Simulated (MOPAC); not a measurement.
Job for MOPAC: AM1 on PN+, 2S+1 = 2, a spin state set in the input, which need not be the lowest, a point of a bond scan (R = 1.404 Å). Charge +1.

```
AM1 1SCF PRECISE CHARGE=1 UHF MS=0.5 THREADS=1
NP

N      0.00000000 1     0.00000000 1     0.00000000 1
P      0.00000000 1     0.00000000 1     1.40427300 1
```

Program output:

```
*******************************************************************************
 **                                                                           **
 **                              MOPAC v23.2.5                                **
 **                                                                           **
 *******************************************************************************
 ** MOPAC's Digital Object Identifier: https://doi.org/10.5281/zenodo.6511958 **
 **                                                                           **
 ** Please cite the open-source release paper for use of this MOPAC version:  **
 ** J. E. Moussa and J. J. P. Stewart (2026)                                  **
 ** MOPAC: An open-source semiempirical molecular orbital program             **
 ** J. Open Source Softw., 11(119), 8025, https://doi.org/10.21105/joss.08025 **
 *******************************************************************************

                              AM1 CALCULATION RESULTS

 *******************************************************************************
 *  AM1        - The AM1 Hamiltonian to be used
 *  UHF        - UNRESTRICTED HARTREE-FOCK CALCULATION
 *
 *
 *
 *                 CHARGE ON SYSTEM = +1
 *
 *
 *
 *  MS=        - IN MECI, MAGNETIC COMPONENT OF SPIN =  0.5
 *  PRECISE    - TIGHTER CRITERIA TO BE USED
 *  1SCF       - DO 1 SCF AND THEN STOP
 *  THREADS=1  - MULTI-THREADING NOT USED
 *  T=         - A TIME OF 172800.0 SECONDS REQUESTED
 *  DUMP=N     - RESTART FILE WRITTEN EVERY 7200.0 SECONDS REQUESTED
 *******************************************************************************
AM1 1SCF PRECISE CHARGE=1 UHF MS=0.5 THREADS=1
 NP

   ATOM   CHEMICAL          X               Y               Z
  NUMBER   SYMBOL      (ANGSTROMS)     (ANGSTROMS)     (ANGSTROMS)

     1       N          0.00000000  *   0.00000000  *   0.00000000  *
     2       P          0.00000000  *   0.00000000  *   1.40427300  *



          CARTESIAN COORDINATES

    NO.       ATOM           X           Y           Z

     1         N          0.0000      0.0000      0.0000
     2         P          0.0000      0.0000      1.4043

  N: (AM1): M.J.S. DEWAR ET AL, J. AM. CHEM. SOC. 107 3902-3909 (1985)
  P: (AM1): M.J.S.DEWAR, JIE, C, THEOCHEM, 187, 1 (1989)

           Empirical Formula: N P  =     2 atoms



      MOLECULAR POINT GROUP   :   C*v


          UHF CALCULATION, NO. OF ALPHA ELECTRONS =    5
                           NO. OF BETA  ELECTRONS =    4

 -------------------------------------------------------------------------------
 AM1 1SCF PRECISE CHARGE=1 UHF MS=0.5 THREADS=1
 NP



     1SCF WAS SPECIFIED, SO BFGS WAS NOT USED
     SCF FIELD WAS ACHIEVED


                              AM1 CALCULATION
                                                       MOPAC v23.2.5 Linux




          FINAL HEAT OF FORMATION =        301.08615 KCAL/MOL =    1259.74446 KJ/MOL


          COSMO AREA              =         66.87 SQUARE ANGSTROMS
          COSMO VOLUME            =         49.76 CUBIC ANGSTROMS

          IONIZATION POTENTIAL    =         19.220825 EV
          ALPHA SOMO LUMO (EV)    =        -19.221 -7.655
          BETA  SOMO LUMO (EV)    =        -19.621-11.017
          NO. OF ALPHA ELECTRONS  =          5
          NO. OF BETA  ELECTRONS  =          4
          MOLECULAR WEIGHT        =         44.9805         POINT GROUP:  C*v

          MOLECULAR DIMENSIONS (Angstroms)

            Atom       Atom       Distance
            P     2    N     1     1.40427
            P     2    N     1     0.00000
            N     1    P     2     0.00000


          SCF CALCULATIONS        =          1





   ATOM   CHEMICAL          X               Y               Z
  NUMBER   SYMBOL      (ANGSTROMS)     (ANGSTROMS)     (ANGSTROMS)

     1       N          0.00000000  *   0.00000000  *   0.00000000  *
     2       P          0.00000000  *   0.00000000  *   1.40427300  *

                             CARTESIAN COORDINATES

   1    N        0.000000000     0.000000000     0.000000000
   2    P        0.000000000     0.000000000     1.404273000


           Empirical Formula: N P  =     2 atoms



      MOLECULAR POINT GROUP   :   C*v


          ALPHA EIGENVALUES
 -39.74386 -23.95240 -20.45858 -20.45858 -19.22083  -7.65549  -7.65549  -4.41052


           BETA EIGENVALUES
 -38.15059 -20.59157 -19.62072 -19.62072 -11.01728  -7.14987  -7.14987  -3.50931


              NET ATOMIC CHARGES AND DIPOLE CONTRIBUTIONS

  ATOM NO.   TYPE          CHARGE      No. of ELECS.   s-Pop       p-Pop
    1          N          -0.179364        5.1794     1.78600     3.39337
    2          P           1.179364        3.8206     1.72791     2.09272
 DIPOLE           X         Y         Z       TOTAL
 POINT-CHG.     0.000     0.000     3.310     3.310
 HYBRID        -0.000     0.000    -1.043     1.043
 SUM           -0.000     0.000     2.267     2.267


          ATOMIC ORBITAL ELECTRON POPULATIONS

     Atom    s        px        py        pz
    1  N   1.78600   1.24527   1.24527   0.90282
    2  P   1.72791   0.75473   0.75473   0.58327


                    (SZ)    =    0.500000
                    (S**2)  =    0.776683


          ATOMIC ORBITAL SPIN POPULATIONS

    Atom   Total    s     px     py     pz
         Atomic
    1  N  0.8032  0.078  0.105  0.105  0.515
    2  P  0.1968  0.093 -0.105 -0.105  0.313

 **********************
 *                    *
 * JOB ENDED NORMALLY *
 *                    *
 **********************




 == MOPAC DONE ==
```

The run finished.

Cost: around 0.03 core-seconds (rough).
